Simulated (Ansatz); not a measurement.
The same path of C₂H₅FSi (9 atoms, charge 0, multiplicity 1) was run 3 times with different band settings. The coordinate that changes most is the dihedral C1–C2–Si3–F4.

These are results of RKS PBE0-D4/def2-SVP (Ansatz 0.2.0), not measurements.

Relaxed end points:

```xyz
9
Properties=species:S:1:pos:R:3
C -0.384 0.801 -0.299
C 0.089 -0.248 0.700
Si 1.184 -1.678 0.090
F 0.891 -1.566 -1.526
H -0.877 0.333 -1.163
H -1.093 1.513 0.152
H 0.461 1.386 -0.694
H -0.775 -0.790 1.147
H 0.592 0.203 1.577
```

```xyz
9
Properties=species:S:1:pos:R:3
C -0.478 1.023 -0.304
C 0.034 -0.270 0.321
Si 1.137 -1.350 -0.792
F 1.416 -2.562 0.284
H -1.082 0.828 -1.205
H -1.109 1.599 0.391
H 0.350 1.682 -0.612
H -0.798 -0.920 0.658
H 0.618 -0.076 1.243
```

Common settings: movable images 5; spring 5.0 eV/Å²; start path IDPP; force threshold 0.05 eV/Å; iteration limit 60; end points relaxed.

| run | climbing image | optimiser | largest step |
| --- | --- | --- | --- |
| 1 | yes | quadratic models (default) | default |
| 2 | yes | lbfgs | 0.5 Å |
| 3 | from the first iteration | lbfgs | default |

Problem. What does each run give, and how far can it be trusted?

Solution. Run 1: converged after 5 iterations, highest image 0.065 eV above the first end. A vibrational analysis at the climbing image gives one clearly imaginary mode, 54i cm⁻¹: a first-order saddle point.
Run 2: converged after 31 iterations, highest image 0.065 eV above the first end. Another band between the same ends (5 images) ends at a top of the same energy, where a vibrational analysis finds 1 clearly imaginary mode.
Run 3: converged after 31 iterations, highest image 0.065 eV above the first end. Another band between the same ends (5 images) ends at a top of the same energy, where a vibrational analysis finds 1 clearly imaginary mode.
